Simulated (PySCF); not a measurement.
**GaSI, singlet: molecular constants**

Method: PBE0/[Ga def2-TZVP, S def2-TZVP, I def2-TZVP with ECP28], scalar-relativistic core potentials, density fitting, no spin–orbit coupling, PySCF.

The structure is a minimum.

| Quantity | Value |
| --- | --- |
| Point group | C∞v |
| Bond lengths | Ga–I 2.426 Å, Ga–S 2.013 Å |
| Bond angles | I–Ga–S 180.0° |
| Rotational symmetry number | 1 |
| Atomisation energy without zero-point energy | 657 kJ/mol |
| Dipole moment | 3.50 D |
| Principal quadrupole moments (Buckingham, traceless) about the centre of mass | -9.23, 4.62, 4.62 D Å |
| Highest occupied level | -7.30 eV |
| Entropy at 298.15 K and 1 bar | 298.1 J/(mol K) |
| Heat capacity Cp at 298.15 K | 57.4 J/(mol K) |
| Principal polarisabilities | 56.4, 56.4, 133.4 bohr³ |
| Rotational constants | 0.02736 cm⁻¹ |
| Lowest empty level | -2.46 eV |
| Zero-point energy | 6.1 kJ/mol |
| Enthalpy at 298.15 K above 0 K | 14.33 kJ/mol |

Harmonic modes (masses in u: Ga 68.926, S 31.972, I 126.904):
```
symmetry  ω (cm⁻¹)  IR (km/mol, summed over degenerate members)     type
       π        97                                         12.4     bend
      σ+       238                                          7.0  stretch
      σ+       580                                         59.8  stretch
```

In C∞v the vibrations span π + 2σ+.

Charges (e):
```
atom  Mulliken  Löwdin  polar tensor  Mayer order to Ga1
 Ga1      0.42   -0.37          0.84                   –
  S2     -0.30    0.08         -0.54                2.18
  I3     -0.12    0.29         -0.30                1.20
```

Mulliken populations on Ga1: s 7.07, p 13.30, d 10.17, f 0.05.

Counting electrons, gallium keeps none of its valence electrons outside its bonds, so the VSEPR class is AX2 and the expected shape is linear; with unlike ligands the computed point group is C∞v.

Other isomers or separated fragments may lie lower.

The final relaxation and frequency run took roughly 3 core-minutes on a shared host.
